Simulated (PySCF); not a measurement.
Isomers of C6H8F4O2, from PBE0-D3(BJ)/def2-SVP geometry optimisation, gas phase (PySCF). One conformer each, no zero-point energy, no frequencies.

Problem. Which isomer lies lower at this level?
A. `[CH3:1][C@@:2]1([O:3][CH:4]([F:5])[F:6])[CH2:7][C@H:8]([F:9])[O:10][C@@H:11]1[F:12]` with C1–C2–O3–C4 -51°, C2–O3–C4–F5 77°, C1–C2–C7–C8 88°, C2–C7–C8–F9 132°, C7–C8–O10–C11 13°, C8–O10–C11–F12 85°: A = 1952, B = 619.3, C = 565.5 MHz, dipole 2.72 D
B. `[F:1][C@@H:2]1[CH2:3][C@@H:4]([CH2:5][C:6]([F:7])([F:8])[F:9])[O:10][CH2:11][O:12]1` with C3–C4–C5–C6 -69°, F1–C2–C3–C4 -72°, C2–C3–C4–C5 -170°, C3–C4–O10–C11 58°, C4–O10–C11–O12 -61°: A = 1937, B = 505.6, C = 459.9 MHz, dipole 1.16 D

Solution. B. That is `F[C@@H]1C[C@@H](CC(F)(F)F)OCO1`, 4.6 kcal/mol below the other.

| SMILES | mapped SMILES | E (Eh) | relative (kcal/mol) | relative (kJ/mol) | dipole (D) |
| --- | --- | --- | --- | --- | --- |
| F[C@@H]1C[C@@H](CC(F)(F)F)OCO1 | [F:1][C@@H:2]1[CH2:3][C@@H:4]([CH2:5][C:6]([F:7])([F:8])[F:9])[O:10][CH2:11][O:12]1 | -781.91347 | 0.0 | 0.0 | 1.16 |
| C[C@@]1(OC(F)F)C[C@H](F)O[C@@H]1F | [CH3:1][C@@:2]1([O:3][CH:4]([F:5])[F:6])[CH2:7][C@H:8]([F:9])[O:10][C@@H:11]1[F:12] | -781.90611 | 4.6 | 19.3 | 2.72 |
